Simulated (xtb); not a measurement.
C2H6ClGa (SMILES [CH3][Ga]([CH3])[Cl]), singlet, at a GFN2-xTB geometry (such geometries of metal compounds can be far from the true shape).

Here is a job for xtb.
```
$ xtb coord --gfn 1 --json

# file coord
$coord
     -0.4513159393       0.1905486441      -0.2663147186  ga
     -3.4042715992      -2.2973934912      -0.4420795438  c
     -2.8152145242      -3.9917624502      -1.4677569328  h
     -5.0599524031      -1.4986435615      -1.3731771041  h
     -3.9257385564      -2.8761326048       1.4717777220  h
     -0.1229243222       3.7829399278      -1.6548975314  c
      1.3839425903       3.8392995733      -3.0677904614  h
      0.4100321131       5.0620611107      -0.1220379840  h
     -1.8669843290       4.4618749662      -2.5172016530  h
      2.7663461688      -1.1657049421       1.6419885099  cl
$end
```

**Question.** What does this run give for the total energy, dipole moment?

**Answer.** 
```
Item                Result
-------------  -----------
total energy   -13.0750 Eh
dipole moment       3.01 D
```
